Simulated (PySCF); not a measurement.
# Magnetic susceptibility: SMILES O=Cc1cpccp1, C5H4OP2

Molfile (atoms numbered from 1):
```
C5H4OP2
     RDKit          3D

 12 12  0  0  0  0  0  0  0  0999 V2000
    3.2201   -0.0871   -0.2060 O   0  0  0  0  0  0  0  0  0  0  0  0
    2.3000    0.4018    0.3960 C   0  0  0  0  0  0  0  0  0  0  0  0
    0.8733    0.1468    0.1418 C   0  0  0  0  0  0  0  0  0  0  0  0
    0.5448   -0.7294   -0.8774 C   0  0  0  0  0  0  0  0  0  0  0  0
   -1.0112   -1.2453   -1.4319 P   0  0  0  0  0  0  0  0  0  0  0  0
   -2.0789   -0.3678   -0.3658 C   0  0  0  0  0  0  0  0  0  0  0  0
   -1.7697    0.5034    0.6451 C   0  0  0  0  0  0  0  0  0  0  0  0
   -0.2072    1.0250    1.2064 P   0  0  0  0  0  0  0  0  0  0  0  0
    2.4684    1.1168    1.2291 H   0  0  0  0  0  0  0  0  0  0  0  0
    1.3944   -1.1563   -1.4050 H   0  0  0  0  0  0  0  0  0  0  0  0
   -3.1334   -0.5531   -0.5491 H   0  0  0  0  0  0  0  0  0  0  0  0
   -2.5993    0.9445    1.1909 H   0  0  0  0  0  0  0  0  0  0  0  0
  1  2  2  0
  2  3  1  0
  3  4  2  0
  4  5  1  0
  5  6  2  0
  6  7  1  0
  7  8  2  0
  8  3  1  0
  2  9  1  0
  4 10  1  0
  6 11  1  0
  7 12  1  0
M  END
```

The calculation used PySCF, GIAO BHandHLYP/pcSseg-1 magnetisability, rotational g tensor and spin-rotation constants, non-relativistic, gas phase. Geometry: GFN2-xTB.

(1) How diamagnetic is it, and how anisotropic?

(2) Split it along the inertial axes a, b, c into diamagnetic and paramagnetic parts about the centre of mass, with the quadrupole moment.

(3) And the rotational g tensor?

Answers

(1) Isotropic -1252 × 10⁻³⁰ J/T², or -75.4 × 10⁻⁶ cm³/mol; principal values -2299, -822, -635 × 10⁻³⁰ J/T², anisotropy 1578 × 10⁻³⁰ J/T² (root of half the summed squared differences of the principal values). The susceptibility is in cgs units.

(2) 
| axis | χ (10⁻⁶ cm³/mol) | diamagnetic (10⁻⁶ cm³/mol) | paramagnetic (10⁻⁶ cm³/mol) | summed x² of all electrons (Å²) | quadrupole Θ (D Å) |
| --- | --- | --- | --- | --- | --- |
| a | -42.9 | -581.4 | 538.5 | 224.4 | -2.45 |
| b | -44.9 | -1007.2 | 962.3 | 124.1 | +1.19 |
| c | -138.4 | -1478.6 | 1340.2 | 13.0 | +1.27 |

Anisotropies 2χaa − χbb − χcc = +97.5 and 2χbb − χaa − χcc = +91.6 × 10⁻⁶ cm³/mol. Θ is traceless in Buckingham's convention.

(3) 
| axis | rotational constant (GHz) | g | nuclear part | electronic part |
| --- | --- | --- | --- | --- |
| a | 2.3293 | -0.0734 | 0.5159 | -0.5892 |
| b | 1.2618 | -0.0398 | 0.5306 | -0.5704 |
| c | 0.8184 | +0.0101 | 0.5254 | -0.5153 |

Asymmetric top; isotopes 12C, 1H, 16O, 31P; no vibrational averaging.
